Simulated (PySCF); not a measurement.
**Magnetic susceptibility: `N#CC1=COC(=O)[SiH2]C1`, C$_{5}$H$_{5}$NO$_{2}$Si**

Molfile (atoms numbered from 1):
```
C5H5NO2Si
     RDKit          3D

 14 14  0  0  0  0  0  0  0  0999 V2000
    3.5870    0.2494   -0.5700 N   0  0  0  0  0  0  0  0  0  0  0  0
    2.4469    0.3017   -0.4588 C   0  0  0  0  0  0  0  0  0  0  0  0
    1.0422    0.2942   -0.3137 C   0  0  0  0  0  0  0  0  0  0  0  0
    0.4230    1.4669   -0.1182 C   0  0  0  0  0  0  0  0  0  0  0  0
   -0.8963    1.7243    0.0320 O   0  0  0  0  0  0  0  0  0  0  0  0
   -1.8241    0.7649    0.3194 C   0  0  0  0  0  0  0  0  0  0  0  0
   -2.9732    1.1078    0.3953 O   0  0  0  0  0  0  0  0  0  0  0  0
   -1.2286   -1.0398    0.6135 Si  0  0  0  0  0  4  0  0  0  0  0  0
    0.3769   -1.0515   -0.4091 C   0  0  0  0  0  0  0  0  0  0  0  0
    0.9877    2.3913   -0.0976 H   0  0  0  0  0  0  0  0  0  0  0  0
   -0.9460   -1.1776    2.0431 H   0  0  0  0  0  0  0  0  0  0  0  0
   -2.2377   -1.9532    0.0966 H   0  0  0  0  0  0  0  0  0  0  0  0
    0.1647   -1.2535   -1.4645 H   0  0  0  0  0  0  0  0  0  0  0  0
    1.0768   -1.8251   -0.0903 H   0  0  0  0  0  0  0  0  0  0  0  0
  1  2  3  0
  2  3  1  0
  3  4  2  0
  4  5  1  0
  5  6  1  0
  6  7  2  0
  6  8  1  0
  8  9  1  0
  9  3  1  0
  4 10  1  0
  8 11  1  0
  8 12  1  0
  9 13  1  0
  9 14  1  0
M  END
```

The calculation used PySCF 2.14.0, GIAO KT3/pcSseg-1 magnetisability, rotational g tensor and spin-rotation constants, non-relativistic, gas phase. Geometry: GFN2-xTB.

Q: How diamagnetic is it, and how anisotropic?

A: Isotropic -1085 × 10⁻³⁰ J/T², or -65.3 × 10⁻⁶ cm³/mol; principal values -1147, -1064, -1044 × 10⁻³⁰ J/T², anisotropy 94 × 10⁻³⁰ J/T² (root of half the summed squared differences of the principal values). The susceptibility is in cgs units.

Q: Split it along the inertial axes a, b, c into diamagnetic and paramagnetic parts about the centre of mass, with the quadrupole moment.

A: 
```tsv
axis	χ (10⁻⁶ cm³/mol)	diamagnetic (10⁻⁶ cm³/mol)	paramagnetic (10⁻⁶ cm³/mol)	summed x² of all electrons (Å²)	quadrupole Θ (D Å)
a	-64.1	-495.8	431.8	287.4	-29.00
b	-63.1	-1303.3	1240.2	97.0	+16.98
c	-68.8	-1630.8	1562.0	19.8	+12.02
```
Anisotropies 2χaa − χbb − χcc = +3.8 and 2χbb − χaa − χcc = +6.6 × 10⁻⁶ cm³/mol. Θ is traceless in Buckingham's convention.

Q: And the rotational g tensor?

A: 
```
axis  rotational constant (GHz)        g  nuclear part  electronic part
   a                     3.0911  -0.0494        0.5776          -0.6270
   b                     0.9332  -0.0272        0.5165          -0.5437
   c                     0.7384  -0.0186        0.5233          -0.5419
```
Asymmetric top; isotopes 12C, 1H, 14N, 16O, 28Si; no vibrational averaging.
